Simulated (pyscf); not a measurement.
Structures and frequencies: ωB97X-D3(BJ)/def2-SVP in PySCF. MP2 and CC: frozen core, UHF for open shells. ΔMP2 is the change of the MP2 total energy from the triple- to the quadruple-zeta basis.

Problem. How much does it cost (ΔH, 298 K, CCSD(T)/def2-TZVPP + ΔMP2(QZVPP)) to split H₂Sb–S–SbH₂ at its S–Sb bond into SbH₂• + •S–SbH₂?

Solution. S–Sb to SbH₂• + •S–SbH₂: 238.0 kJ/mol. Other isomers of •S–SbH₂ were not searched in full and may lie lower. The CCSD(T) − MP2 part came from Ansatz, without density fitting, on the same reference. The frozen core leaves the outer d or s,p core shells of the metals and heavy elements correlated in the MP2 and CC values, and def2-TZVPP describes them poorly, which can shift differences by a few kcal/mol. Elements past Kr carry the def2 core potentials, without spin-orbit coupling.
